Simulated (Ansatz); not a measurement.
Q: Name a neutral molecule of Al, B, C and H with LUMO energy (PBE/def2-TZVPP) between -2.40 and -2.10 eV and size of the dipole moment (PBE/def2-TZVPP) between 1.80 and 2.10 D (Ansatz, PBE0-D4/def2-TZVP geometry).

A: `B[CH2][Al]([CH3])[CH3]` (-2.28 eV, 1.95 D). Other molecules can fit too; these were computed, each in one conformer that needn't be the lowest.
